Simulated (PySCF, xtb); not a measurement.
CH4Cl2OSn, SMILES C[O][SnH]([Cl])[Cl].

GFN2-xTB in xtb at its own geometry gives an orbital gap of 3.18 eV and a dipole moment of 2.87 D.

The structure is a stationary point at B3LYP-D3(BJ)/def2-SVP. The def2 effective core potentials stand for the cores of Sn; spin–orbit coupling is left out. One conformer was computed; it need not be the lowest.

Question: What does PBE/def2-TZVP in PySCF give? (An estimate is asked for; the answer gives what the named calculation found.)

Answer: gap 3.70 eV (levels -6.78 and -3.07 eV), dipole 1.30 D.
